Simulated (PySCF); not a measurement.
Species: CH₁₅N₃Si₄.
Cartesian coordinates in Å at the PBE0-D3(BJ)/def2-SVP level; atoms count from 1:
```xyz
23
CH15N3Si4 angstrom
C     -4.118    0.035   -0.088
N     -2.709    0.312   -0.197
Si    -1.428   -0.405    0.718
Si     0.466    0.762   -0.014
N      0.172    1.034   -1.705
N      1.973   -0.062    0.399
Si     2.323   -1.639   -0.276
Si     3.150    0.751    1.409
H     -4.484   -0.720   -0.812
H     -4.352   -0.347    0.918
H     -4.724    0.948   -0.227
H     -2.427    0.819   -1.030
H     -1.673   -0.248    2.190
H     -1.241   -1.887    0.511
H      0.600    2.116    0.612
H      0.740    1.708   -2.209
H     -0.042    0.240   -2.299
H      2.547   -2.666    0.787
H      3.537   -1.607   -1.150
H      1.152   -2.048   -1.110
H      3.670    1.995    0.761
H      2.576    1.131    2.736
H      4.289   -0.195    1.628
```

Method used: PBE0-D3(BJ)/def2-SVP geometry optimisation, gas phase (PySCF).

Take the most abundant isotopes and a rigid rotor. The values belong to one conformer with, in the numbering `[CH3:1][NH:2][SiH2:3][Si@H:4]([NH2:5])[N:6]([SiH3:7])[SiH3:8]`, C1–N2–Si3–Si4 -176°, N2–Si3–Si4–N5 -36°, Si3–Si4–N5–H 166° and -54°, Si3–Si4–N6–Si7 63°.

(1) Give the principal moments of inertia and the rotational constants in GHz.

(2) What kind of rotor is it?

(3) What does the inertial defect say?

(4) Give the other two planar moments, Paa and Pbb, and the rms extents of the mass along the axes.

(5) Where do the levels up to J = 3 lie, in cm⁻¹?

(6) Which lines would a microwave search look for?

## Answers

(1) Ia = 291.52, Ib = 1098.60, Ic = 1135.21 u·Å²; 505379 MHz·u·Å²/I gives 1734, 460.0 and 445.2 MHz, that is A = 1.7336, B = 0.4600, C = 0.4452 GHz.

(2) A near-prolate asymmetric top. Ray's parameter κ = (2B − A − C)/(A − C) = -0.977; −1 is the prolate and +1 the oblate limit.

(3) Not planar: Δ = Ic − Ia − Ib = -254.90 u·Å². For a rigid frame Δ = −2 Σ m c², so Σ m c² = 127.45 u·Å² lies off the ab plane: 30.37 from hydrogen and 97.08 from heavier atoms. The atom farthest from that plane is 2.84 Å away.

(4) Paa = Σ m a² = (Ib + Ic − Ia)/2 = 971.15 and Pbb = Σ m b² = (Ia + Ic − Ib)/2 = 164.07 u·Å². With the mass M = 181.03 u, the rms extents √(P/M) along a, b and c are 2.32, 0.95, 0.84 Å.

(5) Above 0(0,0):
J = 1: 1(0,1) 0.0302, 1(1,1) 0.0727, 1(1,0) 0.0732
J = 2: 2(0,2) 0.0906, 2(1,2) 0.1326, 2(1,1) 0.1341, 2(2,1) 0.2615, 2(2,0) 0.2615
J = 3: 3(0,3) 0.1811, 3(1,3) 0.2224, 3(1,2) 0.2254, 3(2,2) 0.3521, 3(2,1) 0.3521, 3(3,1) 0.5657, 3(3,0) 0.5657

(6) The dipole components are |μa| = 0.61 D, |μb| = 0.28 D, |μc| = 1.99 D. Intensities carry the squares of the components, which stand as 0.09 : 0.02 : 1.00 (a : b : c). Some lines, for components of 0.1 D or more:

```
type  branch         J(Ka,Kc)   MHz  lower level (cm⁻¹)
   b       Q  2(1,1) ← 2(0,2)  1303               0.091
   b       Q  4(1,3) ← 4(0,4)  1357               0.302
   a       R  2(1,2) ← 1(1,1)  1796               0.073
   a       R  3(1,3) ← 2(1,2)  2693               0.133
   b       R  2(1,2) ← 1(0,1)  3069               0.030
   a       R  4(0,4) ← 3(0,3)  3620               0.181
   b       R  4(1,4) ← 3(0,3)  4828               0.181
   b       R  2(2,0) ← 1(1,1)  5661               0.073
   c       R  3(2,2) ← 2(1,2)  6581               0.133
   b       Q  4(4,1) ← 4(3,2)  8967               0.687
```

No PBE0-D3(BJ)/def2-SVP frequencies stand behind this structure, so it isn't proved a minimum. These are rigid-rotor constants of the computed structure; measured ground-state constants (B0) also hold zero-point vibration. A rigid rotor knows nothing of inversion at nitrogen or internal rotation, which can split or shift real lines. Quadrupole hyperfine structure (14N) is left out.
